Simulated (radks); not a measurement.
Results of a calculation; reference values are marked as such.
Ionisation of the fluorine ion F+, [He] 2s2 2p4, to F2+, [He] 2s2 2p3, under several functionals. Dirac Kohn-Sham, spin-unpolarised, spherical densities, point nucleus; open shells are shared between the two j in proportion to 2j + 1; a radial shooting solver on a logarithmic mesh with Libxc functionals.

[
 {"functional": "LDA (Slater exchange, Perdew-Wang correlation)", "E(F+) (hartree)": "-98.47016", "Exc (hartree)": "-9.11770", "IE (eV)": "38.518", "-e(HOMO) (eV)": "28.433", "<r> HOMO (bohr)": "0.9833", "IE error (eV)": "+3.547"},
 {"functional": "Wu-Cohen GGA", "E(F+) (hartree)": "-98.88993", "Exc (hartree)": "-9.56227", "IE (eV)": "38.378", "-e(HOMO) (eV)": "28.271", "<r> HOMO (bohr)": "0.9821", "IE error (eV)": "+3.407"},
 {"functional": "PBEsol", "E(F+) (hartree)": "-98.73810", "Exc (hartree)": "-9.40045", "IE (eV)": "38.278", "-e(HOMO) (eV)": "28.194", "<r> HOMO (bohr)": "0.9839", "IE error (eV)": "+3.307"},
 {"functional": "PW91", "E(F+) (hartree)": "-99.09407", "Exc (hartree)": "-9.77386", "IE (eV)": "38.511", "-e(HOMO) (eV)": "28.397", "<r> HOMO (bohr)": "0.9830", "IE error (eV)": "+3.540"},
 {"functional": "LDA (Slater exchange, VWN5 correlation)", "E(F+) (hartree)": "-98.47292", "Exc (hartree)": "-9.12068", "IE (eV)": "38.525", "-e(HOMO) (eV)": "28.439", "<r> HOMO (bohr)": "0.9832", "IE error (eV)": "+3.555"}
]

NIST Atomic Spectra Database: 34.971 eV (measured). Closest: PBEsol. The Delta-SCF values span 0.25 eV, the total energies 0.62 hartree. The highest occupied level is 2p3/2. Spin polarisation and multiplet splitting are left out, so open shells lie too high by an amount that depends on their filling.

Beside tabulated values, note that spin-unpolarised runs miss the spin-polarisation part of the exchange energy of open shells.
